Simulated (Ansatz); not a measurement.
Reaction (substitution at a C–C bond): `CC(C)C(C)(C)C` + `CN[SiH2]Cl` → `CC(C)N(C)[SiH2]Cl` + `CC(C)C`

Program: Ansatz. Geometries: PBE0-D4/def2-TZVP. ΔE: electronic, gas phase. CCSD(T)/CBS adds triple-zeta CCSD(T) − MP2 to the extrapolated MP2 energy (def2 sets, frozen cores). Functionals use def2-TZVPP. Each species was taken in one conformer, which may not be the lowest.

```tsv
level	ΔE (eV)
r2SCANh-D4	0.12
B2PLYP	0.09
BLYP	0.00
PBE0	0.09
```

**Question.** What does CCSD(T)/CBS give? (Estimate.)

**Answer.** Ansatz gave: +0.17 eV. The listed levels differ from it by -0.05, -0.08, -0.17, -0.08 eV.

Largest T1 diagnostic among the species: 0.010.

At CCSD(T), def2-SVP lies −0.11 eV from the extrapolated value and def2-TZVPP −0.01 eV. From BLYP to BHLYP (50 % exact exchange), in def2-TZVPP and without D4, ΔE moves by +0.06 eV. In def2-TZVPP, CCSD(T) changes the Hartree–Fock value by +0.14 eV (the triples alone add +0.01 eV) and MP2 by +0.18 eV.
